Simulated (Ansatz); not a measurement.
C2HBr2F (`F/C(Br)=C\Br`) from Hartree–Fock to CCSD(T)

```xyz
6

F    -0.0445    0.1242    1.7223
C     0.0402   -0.3724    0.5069
Br    0.2823   -2.2251    0.4801
C    -0.0369    0.3573   -0.5928
Br   -0.2787    2.2064   -0.5460
H     0.0375   -0.0905   -1.5705
```

The species carries charge 0 and has multiplicity 1. Correlated methods include outer-core shells of Br, which these sets cover unevenly. Scalar relativity is left out up to krypton. All single points use the PBE0-D4/def2-TZVP geometry. Frozen core, restricted reference, Ansatz.

```
     basis      HF (Eh)  MP2 corr.
  def2-SVP  -5319.76668   -0.90425
def2-TZVPP  -5320.61495   -1.11283
def2-QZVPP  -5320.72131   -1.79197
```

Estimate the CCSD correlation energy and the (T) correction in each basis where they were run (hartree).


```
     basis  CCSD corr.       (T)
  def2-SVP    -0.91834  -0.02609
def2-TZVPP    -1.12560  -0.04506
```
